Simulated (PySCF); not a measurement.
Structure from NMR data

Molecular formula: C7H8FNSi. Simulated spectra:

¹H NMR (400 MHz, computed): δ 6.31 (m, 1H), 6.11 (m, 1H), 4.92 (s, 3H), 2.26 (s, 3H).

¹³C{¹H} NMR (computed): δ 166.2 (C), 126.8 (CH), 108.3 (C), 105.9 (CH), 102.7 (C), 74.3 (C), 5.9 (CH3).

PySCF 2.14 calculation with shielding tensors at PBE0/pcSseg-1 (GIAO) and PBE0-D3(BJ)/def2-SVP geometry; no relativistic terms, single conformer, equivalent nuclei averaged, in vacuum.

Shifts are taken against calculated references (same method and geometry level): TMS for ¹H and ¹³C.

Problem. Which of these isomers gave the spectra?
A. CC#Cc1ccn([SiH3])c1F
B. Fc1cccc(/C=N/[SiH3])c1
C. Fc1cccc(/C=N\[SiH3])c1
D. FCC#C[SiH2]n1cccc1
E. C#C[Si@H](C)n1cccc1F
F. CC#Cc1c(F)ccn1[SiH3]

Solution. F. 

1. The formula gives 5 degrees of unsaturation (1 ring in the answer).
2. 7 carbon signals for 7 carbons: no two carbons are equivalent.
3. Carbon types of the structure: 4 × C, 2 × CH, 1 × CH3, leaving 3 H on heteroatoms.
4. δC 166.2: aromatic carbon bearing fluorine; an ipso carbon deshielded by its heteroatom.
5. δC 126.8: aromatic CH next to a ring nitrogen.
6. δC 108.3: substituted aromatic carbon next to a ring nitrogen.
7. δC 105.9: aromatic CH.
8. δC 102.7, 74.3: alkyne carbon; the triple bond shields along its axis, which puts it between sp3 and sp2 carbons.

The others: Fc1cccc(/C=N\[SiH3])c1 would give 6 signals for carbon-bound and other non-exchanging H, not 4; CC#Cc1ccn([SiH3])c1F has carbons computed at 160.8, 121.0, 117.3, 94.5, 91.9, 75.6, 5.7; C#C[Si@H](C)n1cccc1F would give 6 signals for carbon-bound and other non-exchanging H, not 4; Fc1cccc(/C=N/[SiH3])c1 would give 6 signals for carbon-bound and other non-exchanging H, not 4; FCC#C[SiH2]n1cccc1 would give 5 carbon signals, not 7.

Splittings by ¹⁹F in the carbon and heteronuclear signals aren't shown, as no couplings were computed. Shifts are as computed. Against solution values, carbons near 30 ppm lie about +2 ppm off and those near 130 ppm about +5 ppm. Of 1211 compounds with measured shifts, 218 miss one by over three times the rms of a fit or turn the order of signals round; such compounds aren't used in these exercises. No couplings were computed; multiplicities are counted from neighbouring protons, with m where these are inequivalent, close in shift, in a saturated or five-membered ring or joined by F or P, and br s for small geminal =CH2 splittings.
